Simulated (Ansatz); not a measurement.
Single points on the cluster GaP2⁻.

```yaml
crystal:
  periodic: [false, false, false]
  atoms:
    - {symbol: Ga, position_ang: [0.317246, -0.902320, 1.129597]}
    - {symbol: P, position_ang: [0.816124, 0.763773, -0.588842]}
    - {symbol: P, position_ang: [-1.133370, 0.138547, -0.540755]}
basis:
  gaussian: {orbitals: STO-3G}
total_charge: -1
hamiltonian: {xc: hf}
scf: {omitted_lower_state_checks: [starts]}
output: {orbitals: {seedname: orbitals}}
```

The file start.molden holds the orbitals of an earlier run on this structure, at another level or in another basis.

```sh
$ ansatz run in.yaml --threads 4 --pin off --events-out ev --progress --plain --max-ram 3916MiB
```

It prints (some lines left out):

```
Functional definition: HF
369 factors; integrals over basis functions are off by at most 1.5e-5 eV
mean field evaluation 1: about -70053.4381 eV, gradient 1.5e1 eV
mean field evaluation 2: about -70053.4609 eV, gradient 1.5e1 eV
mean field evaluation 4: about -70055.0052 eV, gradient 2.5e0 eV
mean field evaluation 8: about -70055.2787 eV, gradient 9.4e-1 eV
mean field evaluation 16: about -70055.8270 eV, gradient 1.4e-5 eV
mean field evaluation 32: about -70055.8750 eV, gradient 3.8e-3 eV
mean field -70055.87497274 eV, -2574.5059196705 hartree, gradient 1.4e-5 eV, S^2 0.000000; 2 other end points of the search recorded, 0 dependent functions left out
reference -70055.87497274 eV, -2574.5059196705 hartree; 31, 31 occupied and 5, 5 virtual orbitals, 369 factors
Total energy: -70055.87497274 eV, -2574.5059196705 hartree
Checks for a lower state left out: starts
```

Run time 0.35 s (4 threads of Intel Xeon on a shared host).

The first input with `gaussian: {orbitals: def2-TZVPD, initial_orbitals: start.molden}`, `hamiltonian: {xc: pbe}`, `correlation: {method: rpa}` and without the key `output` (abridged; 1.5 s):

```
Functional definition: PBE
mean field -70941.28693039 eV, -2607.0442089605 hartree, gradient 2.1e-6 eV, S^2 0.000000
19 core orbitals not correlated: weight in the atoms' cores, before any rotation towards them, 1.000 or more for the frozen orbitals, at most 0.000 for the correlated occupied ones
Total energy: -70900.14073921 eV, -2605.5321143243 hartree
Checks for a lower state left out: starts
```

First input, but with `gaussian: {orbitals: def2-TZVPD, initial_orbitals: start.molden}`, `correlation: {method: mp2}` and without the key `hamiltonian` (abridged; 1.4 s):

```
Functional definition: HF
mean field -70879.47160565 eV, -2604.7725376762 hartree, gradient 4.0e-6 eV, S^2 0.000000; unrestricted orbitals would lower it
mean field evaluation 16: about -70879.5334 eV, gradient 2.0e-1 eV
19 core orbitals not correlated: weight in the atoms' cores, before any rotation towards them, 1.000 or more for the frozen orbitals, at most 0.000 for the correlated occupied ones
second order -13.88238608 eV of doubles, -0.00000000 eV of singles
Total energy: -70893.35399173 eV, -2605.2827059549 hartree
Checks for a lower state left out: starts
```

As the first input, with `gaussian: {orbitals: "def2-TZVPPD.json", initial_orbitals: start.molden}`, `correlation: {method: ccsd_t}` and without the key `hamiltonian` (abridged; 6 s):

```
Functional definition: HF
mean field evaluation 16: about -70873.4123 eV, gradient 5.2e0 eV
mean field evaluation 32: about -70873.8216 eV, gradient 7.2e-4 eV
mean field -70879.47318270 eV, -2604.7725956316 hartree, gradient 3.8e-6 eV, S^2 0.000000; 1 other end points of the search recorded, 0 dependent functions left out; unrestricted orbitals would lower it
determinant -70879.47318270 eV, -2604.7725956316 hartree, with singles and doubles -70893.81615896 eV, -2605.2996902872 hartree
determinant -70876.86691391 eV, -2604.6768170203 hartree, with singles and doubles -70891.18275513 eV, -2605.2029144816 hartree
19 core orbitals not correlated: weight in the atoms' cores, before any rotation towards them, 1.000 or more for the frozen orbitals, at most 0.000 for the correlated occupied ones
second order -13.99941074 eV of doubles, -0.00000000 eV of singles
cycle   1  -14.24001381 eV  change   -4.3e-1 eV  update   2.6e-2
cycle   2  -14.27513163 eV  change   -3.5e-2 eV  update   7.0e-3
cycle   3  -14.27313121 eV  change    2.0e-3 eV  update   3.8e-3
cycle   4  -14.27379630 eV  change   -6.7e-4 eV  update   1.6e-3
cycle   5  -14.27445261 eV  change   -6.6e-4 eV  update   7.0e-4
cycle   6  -14.27419778 eV  change    2.5e-4 eV  update   2.4e-4
cycle   7  -14.27432668 eV  change   -1.3e-4 eV  update   9.5e-5
cycle   8  -14.27437938 eV  change   -5.3e-5 eV  update   3.2e-5
cycle   9  -14.27436710 eV  change    1.2e-5 eV  update   1.1e-5
perturbative correction -0.97675853 eV, -0.0358952137 hartree
Total energy: -70894.72430832 eV, -2605.3330641607 hartree
Checks for a lower state left out: starts
```

As the first input, with `gaussian: {orbitals: def2-SVPD, initial_orbitals: start.molden}`, `hamiltonian: {xc: pbe0, dispersion: d4}` (abridged; 0.75 s):

```
Functional definition: PBE0
mean field -70930.62225017 eV, -2606.6522891910 hartree, gradient 9.8e-6 eV, S^2 0.000000
Total energy: -70930.73527448 eV, -2606.6564427579 hartree
Checks for a lower state left out: starts
```

The first input with `gaussian: {orbitals: def2-TZVPD, initial_orbitals: start.molden}`, `hamiltonian: {xc: {name: B97M-V}}` (abridged; 2.4 s):

```
Functional definition: B97M-V
mean field -70942.63839293 eV, -2607.0938742928 hartree, gradient 1.0e-5 eV, S^2 0.000000
Total energy: -70942.63844434 eV, -2607.0938761821 hartree
Checks for a lower state left out: starts
```

As the first input, with `gaussian: {orbitals: def2-TZVPD, initial_orbitals: start.molden}`, `hamiltonian: {xc: pbe0, dispersion: d4}` (abridged; 1.2 s):

```
Functional definition: PBE0
mean field -70943.59577110 eV, -2607.1290572915 hartree, gradient 1.8e-5 eV, S^2 0.000000
Total energy: -70943.70879501 eV, -2607.1332108437 hartree
Checks for a lower state left out: starts
```

Geometry: r2SCAN-D4/def2-TZVPD.

Correlated methods freeze 19 core orbitals; core or outer-core shells of Ga are correlated, in sets that lack core-valence functions. The restricted singlet is unstable towards broken spin symmetry in Hartree–Fock (as tested in another run); at HF/STO-3G this wasn't settled. At HF/STO-3G, B97M-V/def2-TZVPD the highest occupied level of the charge -1 singlet lies above zero (up to 2.31 eV). In Hartree–Fock with STO-3G the lack of diffuse functions raises the level. By energy differences its removal costs 2.00 eV (vertical, to the charge 0 doublet, at CCSD(T)/def2-TZVPPD). At MP2/def2-TZVPD, CCSD(T)/def2-TZVPPD the restricted singlet (for correlated methods, its reference) is unstable: a solution with broken spin symmetry lies lower. The structure comes from a short search, and lower isomers may exist.
